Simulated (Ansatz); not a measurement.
Reaction (isomerisation): `BO/C(F)=C/C` → `CB/C(F)=C\O`

Isolated molecules relaxed with PBE0-D4/def2-TZVP in Ansatz; ΔE leaves out vibrations. CBS: MP2 limit from def2 TZ/QZ plus the TZ coupled-cluster correction, frozen cores. Double bonds are as drawn, so ΔE can hold a change between cis and trans. Functionals use def2-TZVPP. Each species was taken in one conformer, which may not be the lowest.

```csv
level,ΔE (eV)
PBE-D4,0.76
r2SCAN-D4,0.83
MP2/def2-QZVPP,0.94
CCSD/CBS(def2),0.93
```

Problem. What does CCSD(T)/CBS give? (Best estimate.)

Solution. The calculation gave: +0.91 eV. The listed levels differ from it by -0.15, -0.08, 0.03, 0.02 eV.

Largest T1 diagnostic among the species: 0.013.

In def2-TZVPP, CCSD(T) changes the Hartree–Fock value by −0.12 eV (the triples alone add −0.02 eV) and MP2 by −0.10 eV. From PBE to PBE0 (25 % exact exchange), in def2-TZVPP and without D4, ΔE moves by +0.07 eV.
